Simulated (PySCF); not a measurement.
Species: Si(SMe)Cl3, CH3Cl3SSi.
InChI=1S/CH3Cl3SSi/c1-5-6(2,3)4/h1H3

The closed-shell ground state was solved at several levels (PySCF, density fitting, gas phase, non-relativistic). Isolated species at its PBE0-D3(BJ)/def2-SVP geometry, gas phase.

```
        level  basis functions  total energy (Eh)  HOMO (eV)  LUMO (eV)  gap (eV)  dipole (D)
PBE0/pcSseg-1              152         -2107.5281      -7.83      -0.66      7.17        2.22
 KT2/pcSseg-1              152         -2124.8331      -6.64      -1.76      4.88        2.16
```

Estimate the row for B3LYP/def2-SVPD, a basis of 176 functions; the other rows only guide the guess.

Total energy -2107.8005 Eh, HOMO -7.47 eV, LUMO -1.09 eV, gap 6.38 eV, dipole 2.09 D.

Over all these levels, which gives the widest orbital gap and which the narrowest?

PBE0/pcSseg-1 (global hybrid, 25 % exact exchange) has the widest, 7.17 eV, and KT2/pcSseg-1 (GGA) the narrowest, 4.88 eV. The two share the basis. From the narrowest to the widest the HOMO moves by -1.19 eV and the LUMO by +1.10 eV.

How far do the dipole and the HOMO energy spread over the levels?

The dipole runs from 2.09 to 2.22 D (mean 2.16 D) and the HOMO from -7.83 to -6.64 eV.
